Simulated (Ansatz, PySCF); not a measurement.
System: MgBr, net charge 0, doublet state. SMILES: [Mg][Br]
Geometry from a B3LYP-D3(BJ)/def2-TZVP (Ansatz, a quantum-chemistry and plane-wave program) optimisation:
```
Mg
Br 1 2.3824
```
Charge 0, spin multiplicity 2.

Wanted: atomisation energy, in kcal/mol. Set-up: non-relativistic; 6-31G* and kin with 6d, 5d where marked; atomisation electronic, to ground-state atoms; spin-orbit terms left out; LANL2DZ with its own core potentials from Na on; UHF or UKS for open shells. First-principles rows: single points at B3LYP-D3(BJ) geometries (Ansatz).

| level | program | atomisation energy (kcal/mol) |
|---|---|---|
| HF/STO-3G | Ansatz | 98.8 |
| HF/6-31G* with LANL2DZ past Ar | Ansatz | 54.6 |
| SVWN5/6-31G* | Ansatz | 73.9 |
| BP86/def2-SVP | PySCF | 65.6 |
| B3LYP/STO-3G | Ansatz | 98.1 |
| B3LYP/6-31G* | Ansatz | 61.4 |
| B3LYP/6-31G* with LANL2DZ past Ar | Ansatz | 56.9 |
| wB97X-V/def2-TZVPD | Ansatz | 65.8 |

No value to compare with is used here. The 7 habitual levels span 54.6 (HF/6-31G* with LANL2DZ past Ar) to 98.8 kcal/mol (HF/STO-3G); wB97X-V/def2-TZVPD gives 65.8.

The levels are drawn from those run, B3LYP/6-31G* more often than the rest, none by its result; runs whose electronic state is in doubt are left out.
